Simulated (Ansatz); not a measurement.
Geometry optimisation, RKS PBE0-D4/def2-SVP (Ansatz).

input.yaml

```yaml
crystal:
  periodic: [false, false, false]
  atoms:
    - { symbol: In, position_ang: [-0.003505, 0.231914, -0.065716] }
    - { symbol: Cl, position_ang: [0.001176, 0.353669, 2.344541] }
    - { symbol: Cl, position_ang: [2.019111, 0.323631, -1.188643] }
    - { symbol: Cl, position_ang: [-2.031846, 0.274316, -1.18079] }
    - { symbol: F, position_ang: [0.088995, -2.62401, 1.104301] }
    - { symbol: H, position_ang: [0.085569, -2.17662, 1.915006] }
basis:
  gaussian: { orbitals: def2-SVP }
hamiltonian:
  xc: pbe0
  dispersion: d4
relax:
  f_tol: 0.03
  max_steps: 50
```

Launched with:

```bash
$ ansatz run input.yaml --threads 2 --pin off --max-ram 3072MiB --backend cpu --events-out ev --progress --plain --runs-dir out
```

Question: Where does it end, and by what steps?

Answer: The run converged. After 7 steps the energy has fallen by 0.320 eV; F5 moved furthest, 0.47 Å. Joined: In1–F5.

```csv
step,energy less start (eV),largest force component (eV/Å),accepted
0,0.0000,0.892,yes
1,-0.1398,0.627,yes
2,-0.2773,0.521,yes
3,-0.2687,0.712,no
4,-0.3149,0.099,yes
5,-0.3191,0.081,yes
6,-0.3194,0.056,yes
7,-0.3200,0.005,yes
```

```xyz
6
Properties=species:S:1:pos:R:3
In 0.012 -0.016 0.030
Cl 0.019 0.219 2.399
Cl 2.046 0.184 -1.068
Cl -2.038 0.098 -1.048
F 0.061 -2.222 0.865
H 0.059 -1.880 1.751
```

Whether the end is a true minimum wasn't checked by a vibrational analysis.

The run took 27 s on 2 threads of Arm Neoverse V1, with other jobs on the host, peak memory 0.24 GiB.
